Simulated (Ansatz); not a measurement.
A geometry relaxed with PBE0-D3(BJ)/def2-TZVP (Ansatz, a first-principles code), charge 0, multiplicity 1:

```xyz
11

H      1.9944    -1.2705     0.3617
Si     0.0128     0.0492     0.2295
H     -2.1140    -0.9960     0.5045
H     -1.0669     1.5996    -1.1716
H      0.0665     2.3894    -0.2300
N     -1.2734    -1.0272    -0.0478
H      2.0769    -0.1442    -0.8659
Br     0.1264     0.5266     2.4424
H     -1.0558    -1.9600    -0.3571
N     -0.2396     1.5080    -0.6060
N      1.4727    -0.6749    -0.2598
```

**Question.** Write the SMILES of this molecule.

**Answer.** `N[Si](N)(N)Br`
